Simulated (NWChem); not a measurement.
SiAsH5O; SMILES O[SiH2][AsH2]

```xyz
8

Si    -0.5650     1.1613    -0.0046
O      0.7047     2.2402     0.0601
As     0.0466    -1.1307     0.0113
H     -1.3839     1.4342     1.2076
H     -1.4020     1.3601    -1.2312
H      1.3680     2.1671    -0.6323
H      1.1521    -0.8868     1.0333
H      0.9999    -0.9397    -1.1664
```
Atoms are numbered in this order, from 1.

Program: NWChem. The geometry was optimised at PBE0/def2-SVP.

Task: Predict the results for OLYP/def2-SVP. Quantities: highest occupied level (eV); orbital gap (eV); dipole (D).

Result: The highest occupied level (eV) is -5.97 and the orbital gap (eV) is 5.76. The dipole (D) is 1.34.
